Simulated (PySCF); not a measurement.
State search for TaO

Unrestricted PBE0; PySCF, scalar-relativistic core potentials, basis sets Ta def2-TZVPPD with ECP60, O def2-TZVPPD. Outer shells of the fragments: Ta 5d3 6s2; O 2s2 2p4.

Followed along the bond (rough minima from three points):

| 2Ms+1 | unpaired | ⟨S²⟩ at the start | R at minimum (Å) | Te (eV) |
| --- | --- | --- | --- | --- |
| 2 | δ ↑ | 0.81 | 1.68 | 0.00 |
| 4 | σ ↑, δ ↑↑ | 3.83 | 1.70 | 0.13 |
| 2 | σ ↑, δ ↑↓ | 1.76 | 1.70 | 0.94 |
| 2 | σ ↓, δ ↑↑ | 1.78 | 1.70 | 1.27 |
| 4 | σ ↑, π ↑, δ ↑ | 3.81 | 1.72 | 1.28 |
| 4 | σ ↑, π ↑, δ ↑ | n/a | 1.72 | 1.29 |

Solutions found at the starting distance of 1.960 Å, counted from the lowest of them; the search is not exhaustive and high or unbound solutions are not listed, so other states can lie among these:

```json
{"2Ms+1": "4", "unpaired": "σ ↑, δ ↑↑", "term": "⁴Σ⁻", "E (eV)": "0.00", "⟨S²⟩": "3.83", "⟨Lz²⟩": "0.00", "μ (D)": "-5.89"}
{"2Ms+1": "2", "unpaired": "δ ↑", "term": "²Δ", "E (eV)": "0.16", "⟨S²⟩": "0.81", "⟨Lz²⟩": "4.01", "μ (D)": "-4.28"}
{"2Ms+1": "4", "unpaired": "σ ↑, π ↑, δ ↑", "term": "mixed", "E (eV)": "0.86", "⟨S²⟩": "3.81", "⟨Lz²⟩": "4.99", "μ (D)": "-4.96"}
{"2Ms+1": "2", "unpaired": "σ ↑, δ ↑↓", "term": "mixed", "E (eV)": "0.88", "⟨S²⟩": "1.76", "⟨Lz²⟩": "8.01", "μ (D)": "-5.59"}
{"2Ms+1": "2", "unpaired": "σ ↓, δ ↑↑", "term": "mixed", "E (eV)": "1.20", "⟨S²⟩": "1.78", "⟨Lz²⟩": "0.00", "μ (D)": "-4.82"}
{"2Ms+1": "2", "unpaired": "σ ↑", "term": "mixed", "E (eV)": "1.48", "⟨S²⟩": "0.76", "⟨Lz²⟩": "8.00", "μ (D)": "-5.54"}
{"2Ms+1": "2", "unpaired": "σ ↑, π ↓, δ ↑", "term": "mixed", "E (eV)": "1.52", "⟨S²⟩": "1.77", "⟨Lz²⟩": "4.84", "μ (D)": "-5.30"}
{"2Ms+1": "2", "unpaired": "σ ↑, π ↓, δ ↑", "term": "mixed", "E (eV)": "1.59", "⟨S²⟩": "1.77", "⟨Lz²⟩": "5.01", "μ (D)": "-5.26"}
{"2Ms+1": "4", "unpaired": "σ ↑↑, δ ↑", "term": "⁴Δ", "E (eV)": "1.64", "⟨S²⟩": "3.84", "⟨Lz²⟩": "4.00", "μ (D)": "-2.47"}
{"2Ms+1": "2", "unpaired": "σ ↓, π ↑, δ ↑", "term": "mixed", "E (eV)": "1.89", "⟨S²⟩": "1.73", "⟨Lz²⟩": "5.00", "μ (D)": "-5.15"}
```

A term symbol is given only where ⟨S²⟩ and ⟨Lz²⟩ are close to those of a pure state; real π, δ and φ orbitals otherwise mix terms. A positive dipole means Ta(−)O(+).

Spin–orbit coupling is left out. The state is the lowest single determinant that the PBE0 search found; with open d or f shells the true ground state can be another one.
